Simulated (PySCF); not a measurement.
Coordinates in bohr (charge 0 multiplicity 2):
```
Cs   -0.1918    0.0000   -3.2759
Se   -2.0263    0.0000    2.8520
Se    2.3452    0.0000    2.5960
```

Level of theory: UPBE in PySCF with Cs def2-SVP with ECP46, Se def2-SVP; scalar-relativistic core potentials, no spin–orbit coupling; density-fitted integrals.

This geometry of CsSe₂ is a stationary point at this level.

Problem. What is the point group?

Solution. C2v.

Problem. Is it a minimum?

Solution. Yes: all harmonic wavenumbers are real.

Problem. Give the atomic charges and bond orders.

Solution. 
```tsv
atom	Mulliken	Löwdin	polar tensor	spin (Mulliken)	Mayer order to Cs1
Cs1	0.58	0.23	0.77	-0.01	–
Se2,3	-0.29	-0.12	-0.39	0.50	0.41
```
Other Mayer orders above 0.3: Se–Se 1.47.

Problem. Give the ideal-gas entropy at 298.15 K and 1 bar by parts.

Solution. translation 179.7, rotation 121.0, vibration 33.4, spin 5.8; total 339.9 J/(mol K).

Other isomers or separated fragments may lie lower. Spin–orbit coupling, left out here, can matter for elements this heavy.
